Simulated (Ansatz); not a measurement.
The cluster Hf₂Si, relaxed as a singlet with RKS r2SCAN-D4/def2-TZVP in Ansatz, starting from packed atoms. Force threshold 0.02 eV/Å.

In the def2 sets Hf takes a core potential; there is no spin–orbit coupling. The structure comes from a short search, and lower isomers may exist.

Start:

```xyz
3

Hf    0.055    0.891    1.901
Hf   -0.989    0.124   -1.868
Si    0.935   -1.015   -0.034
```

Task: Estimate the energy that the relaxation releases and the steps that it takes.

Result: 74.2 kcal/mol, in 7 steps; 26 s on 2 threads of Arm Neoverse V2 on a shared host. No frequencies were taken in this run, so the end may be a saddle point.

Task: Does the start keep its bonding and symmetry?

Result: By distances, no bond broke or formed. The bond that changes most is Hf1–Hf2, from 3.99 to 2.58 Å (atoms count from 1). The end is the same structure that another start reached. Point group C2v at the start, C2v at the end, both within 0.05 Å.

Task: Predict the relaxed structure.

Result: 
```xyz
3

Hf   -0.140    0.772    1.245
Hf   -0.811    0.268   -1.198
Si    0.951   -1.039   -0.047
```
Bond lengths (bridged metal pairs left out): 2 × Hf–Si 2.48 Å; 1 × Hf–Hf 2.58 Å.
